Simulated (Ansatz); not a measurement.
One change: `C[Se][Al]([Se]C)[Se]C` becomes `C[Se][Ga]([Se]C)[Se]C`.

Ansatz, PBE0-D4/def2-TZVP geometries, multiplicity 1. Each molecule was computed in one conformer, which needn't be the lowest.

Scalar relativity is left out up to krypton.

```json
{"property": "ideal-gas entropy at 298 K and 1 bar (rigid rotor, harmonic PBE0-D4/def2-TZVP) / J/(mol·K)", "`C[Se][Al]([Se]C)[Se]C`": "524"}
{"property": "LUMO energy (ωB97M-V/def2-TZVPP) / eV", "`C[Se][Al]([Se]C)[Se]C`": "0.99"}
{"property": "size of the dipole moment (PBE/def2-TZVPP) / D", "`C[Se][Al]([Se]C)[Se]C`": "0.01"}
{"property": "LUMO energy (PBE0/def2-TZVPP) / eV", "`C[Se][Al]([Se]C)[Se]C`": "-0.65"}
{"property": "LUMO energy (PBE/def2-TZVPP) / eV", "`C[Se][Al]([Se]C)[Se]C`": "-1.33"}
{"property": "HOMO energy (B3LYP/def2-TZVPP) / eV", "`C[Se][Al]([Se]C)[Se]C`": "-6.41"}
```

(1) What does the change do to each property? (An estimate is asked.)

Results:

(1) Computed: 
| property | `C[Se][Ga]([Se]C)[Se]C` | shift |
| --- | --- | --- |
| ideal-gas entropy at 298 K and 1 bar (rigid rotor, harmonic PBE0-D4/def2-TZVP) / J/(mol·K) | 527 | 3 |
| LUMO energy (ωB97M-V/def2-TZVPP) / eV | 0.89 | -0.10 |
| size of the dipole moment (PBE/def2-TZVPP) / D | 0.01 | 0.00 |
| LUMO energy (PBE0/def2-TZVPP) / eV | -0.75 | -0.10 |
| LUMO energy (PBE/def2-TZVPP) / eV | -1.54 | -0.21 |
| HOMO energy (B3LYP/def2-TZVPP) / eV | -6.36 | 0.05 |

With PBE0 the HOMO rises by 0.05 eV and the LUMO falls by 0.10 eV, so the gap narrows by about 0.15 eV. PBE moves the HOMO by 0.06 eV and ωB97M-V by 0.05 eV. Modes under 60 cm⁻¹, often nearly free rotors, make the harmonic entropy too high.

B3LYP here is the variant with VWN-RPA as its local correlation; programs differ in this.

Spin–orbit coupling is left out; it splits and shifts lone-pair levels of the heavy atoms by tenths of an eV.
